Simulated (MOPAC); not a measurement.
Input file for MOPAC: AM1 on CH4F2OSi (SMILES O[SiH2]C(F)F).

```
AM1 1SCF PRECISE CHARGE=0 THREADS=1
CH4F2OSi

O      1.57923018 1     0.98784545 1    -0.33972109 1
Si     0.74935107 1    -0.40202738 1    -0.04521023 1
C     -1.13513543 1    -0.04513451 1    -0.09841090 1
F     -1.84012824 1    -1.17683285 1     0.24855682 1
F     -1.43239899 1     0.92840843 1     0.84086224 1
H      1.49640454 1     1.71291910 1     0.28548923 1
H      1.02582644 1    -0.97183975 1     1.29135963 1
H      1.09246656 1    -1.33983855 1    -1.12929417 1
H     -1.53561612 1     0.30650006 1    -1.05363154 1
```

It printed:

```
*******************************************************************************
 **                                                                           **
 **                              MOPAC v23.2.5                                **
 **                                                                           **
 *******************************************************************************
 ** MOPAC's Digital Object Identifier: https://doi.org/10.5281/zenodo.6511958 **
 **                                                                           **
 ** Please cite the open-source release paper for use of this MOPAC version:  **
 ** J. E. Moussa and J. J. P. Stewart (2026)                                  **
 ** MOPAC: An open-source semiempirical molecular orbital program             **
 ** J. Open Source Softw., 11(119), 8025, https://doi.org/10.21105/joss.08025 **
 *******************************************************************************

                              AM1 CALCULATION RESULTS

 *******************************************************************************
 *  AM1        - The AM1 Hamiltonian to be used
 *
 *
 *
 *                 CHARGE ON SYSTEM = 0
 *
 *
 *
 *  PRECISE    - TIGHTER CRITERIA TO BE USED
 *  1SCF       - DO 1 SCF AND THEN STOP
 *  THREADS=1  - MULTI-THREADING NOT USED
 *  T=         - A TIME OF 172800.0 SECONDS REQUESTED
 *  DUMP=N     - RESTART FILE WRITTEN EVERY 7200.0 SECONDS REQUESTED
 *******************************************************************************
AM1 1SCF PRECISE CHARGE=0 THREADS=1
 CH4F2OSi

   ATOM   CHEMICAL          X               Y               Z
  NUMBER   SYMBOL      (ANGSTROMS)     (ANGSTROMS)     (ANGSTROMS)

     1       O          1.57923018  *   0.98784545  *  -0.33972109  *
     2      Si          0.74935107  *  -0.40202738  *  -0.04521023  *
     3       C         -1.13513543  *  -0.04513451  *  -0.09841090  *
     4       F         -1.84012824  *  -1.17683285  *   0.24855682  *
     5       F         -1.43239899  *   0.92840843  *   0.84086224  *
     6       H          1.49640454  *   1.71291910  *   0.28548923  *
     7       H          1.02582644  *  -0.97183975  *   1.29135963  *
     8       H          1.09246656  *  -1.33983855  *  -1.12929417  *
     9       H         -1.53561612  *   0.30650006  *  -1.05363154  *



          CARTESIAN COORDINATES

    NO.       ATOM           X           Y           Z

     1         O          1.5792      0.9878     -0.3397
     2        Si          0.7494     -0.4020     -0.0452
     3         C         -1.1351     -0.0451     -0.0984
     4         F         -1.8401     -1.1768      0.2486
     5         F         -1.4324      0.9284      0.8409
     6         H          1.4964      1.7129      0.2855
     7         H          1.0258     -0.9718      1.2914
     8         H          1.0925     -1.3398     -1.1293
     9         H         -1.5356      0.3065     -1.0536

  H: (AM1): M.J.S. DEWAR ET AL, J. AM. CHEM. SOC. 107 3902-3909 (1985)
  C: (AM1): M.J.S. DEWAR ET AL, J. AM. CHEM. SOC. 107 3902-3909 (1985)
  O: (AM1): M.J.S. DEWAR ET AL, J. AM. CHEM. SOC. 107 3902-3909 (1985)
  F: (AM1): M.J.S. DEWAR AND E. G. ZOEBISCH, THEOCHEM, 180, 1 (1988).
 Si: (AM1): M.J.S.DEWAR, C. JIE, ORGANOMETALLICS, 6, 1486-1490 (1987).

           Empirical Formula: C H4 O Si F2  =     9 atoms



      MOLECULAR POINT GROUP   :   C1


      RHF CALCULATION, NO. OF DOUBLY OCCUPIED LEVELS = 16


 -------------------------------------------------------------------------------
 AM1 1SCF PRECISE CHARGE=0 THREADS=1
 CH4F2OSi



     1SCF WAS SPECIFIED, SO BFGS WAS NOT USED
     SCF FIELD WAS ACHIEVED


                              AM1 CALCULATION
                                                       MOPAC v23.2.5 Linux




          FINAL HEAT OF FORMATION =       -166.83825 KCAL/MOL =    -698.05126 KJ/MOL


          COSMO AREA              =        118.24 SQUARE ANGSTROMS
          COSMO VOLUME            =        107.28 CUBIC ANGSTROMS

          IONIZATION POTENTIAL    =         10.755565 EV
          HOMO LUMO ENERGIES (EV) =        -10.756  0.375
          NO. OF FILLED LEVELS    =         16
          MOLECULAR WEIGHT        =         98.1243         POINT GROUP:  C1

          MOLECULAR DIMENSIONS (Angstroms)

            Atom       Atom       Distance
            H     6    F     4     4.41412
            F     5    H     8     3.90329
            H     9    H     7     3.35164


          SCF CALCULATIONS        =          1





   ATOM   CHEMICAL          X               Y               Z
  NUMBER   SYMBOL      (ANGSTROMS)     (ANGSTROMS)     (ANGSTROMS)

     1       O          1.57923018  *   0.98784545  *  -0.33972109  *
     2      Si          0.74935107  *  -0.40202738  *  -0.04521023  *
     3       C         -1.13513543  *  -0.04513451  *  -0.09841090  *
     4       F         -1.84012824  *  -1.17683285  *   0.24855682  *
     5       F         -1.43239899  *   0.92840843  *   0.84086224  *
     6       H          1.49640454  *   1.71291910  *   0.28548923  *
     7       H          1.02582644  *  -0.97183975  *   1.29135963  *
     8       H          1.09246656  *  -1.33983855  *  -1.12929417  *
     9       H         -1.53561612  *   0.30650006  *  -1.05363154  *

                             CARTESIAN COORDINATES

   1    O        1.579230180     0.987845450    -0.339721090
   2   Si        0.749351070    -0.402027380    -0.045210230
   3    C       -1.135135430    -0.045134510    -0.098410900
   4    F       -1.840128240    -1.176832850     0.248556820
   5    F       -1.432398990     0.928408430     0.840862240
   6    H        1.496404540     1.712919100     0.285489230
   7    H        1.025826440    -0.971839750     1.291359630
   8    H        1.092466560    -1.339838550    -1.129294170
   9    H       -1.535616120     0.306500060    -1.053631540


           Empirical Formula: C H4 O Si F2  =     9 atoms



      MOLECULAR POINT GROUP   :   C1


                  EIGENVALUES
 -50.33442 -47.93842 -36.80784 -26.74561 -19.22279 -18.55557 -17.97786 -17.94338
 -15.49061 -14.84892 -14.24439 -14.10653 -13.69879 -13.06133 -11.92178 -10.75556
   0.37453   1.02032   1.22485   1.35975   3.50325   3.88101   3.97417   5.22120


              NET ATOMIC CHARGES AND DIPOLE CONTRIBUTIONS

  ATOM NO.   TYPE          CHARGE      No. of ELECS.   s-Pop       p-Pop
    1          O          -0.616529        6.6165     1.83345     4.78308
    2         Si           1.211088        2.7889     0.81583     1.97308
    3          C          -0.151075        4.1511     1.30058     2.85050
    4          F          -0.174050        7.1741     1.92160     5.25245
    5          F          -0.183270        7.1833     1.92372     5.25955
    6          H           0.252561        0.7474     0.74744
    7          H          -0.234144        1.2341     1.23414
    8          H          -0.196675        1.1967     1.19667
    9          H           0.092094        0.9079     0.90791
 DIPOLE           X         Y         Z       TOTAL
 POINT-CHG.     2.256    -0.492    -0.639     2.396
 HYBRID        -0.956     0.798     0.401     1.308
 SUM            1.299     0.305    -0.238     1.356


          ATOMIC ORBITAL ELECTRON POPULATIONS

     Atom    s        px        py        pz
    1  O   1.83345   1.79196   1.38016   1.61096
    2 Si   0.81583   0.57343   0.62829   0.77136
    3  C   1.30058   1.16140   0.76706   0.92204
    4  F   1.92160   1.81222   1.50966   1.93057
    5  F   1.92372   1.95176   1.63297   1.67482
    6  H   0.74744
    7  H   1.23414
    8  H   1.19667
    9  H   0.90791

 **********************
 *                    *
 * JOB ENDED NORMALLY *
 *                    *
 **********************




 == MOPAC DONE ==
```

The run finished.

Cost: very roughly 0.020 core-seconds.
